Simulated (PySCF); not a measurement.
Harmonic spectrum computed at PBE0 in the def2-SVP basis family (core potentials from Rb on, PySCF, no spin–orbit coupling):

```json
{"ω (cm⁻¹)": "116", "IR (km/mol, summed over degenerate members)": "2.7", "degeneracy": "2"}
{"ω (cm⁻¹)": "145", "IR (km/mol, summed over degenerate members)": "5.4", "degeneracy": "1"}
{"ω (cm⁻¹)": "372", "IR (km/mol, summed over degenerate members)": "145", "degeneracy": "2"}
{"ω (cm⁻¹)": "385", "IR (km/mol, summed over degenerate members)": "25.3", "degeneracy": "1"}
```

Problem. Which molecule gave it? In each, all ligands are bound to the one heavy central atom.
A. BiCl₃ (singlet)
B. SnCl₃ (doublet)
C. InCl₃ (singlet)
D. TiCl₃ (doublet)
E. SbCl₃ (singlet)

Solution. E. It has C3v symmetry with Sb–Cl 2.364 Å (×3).
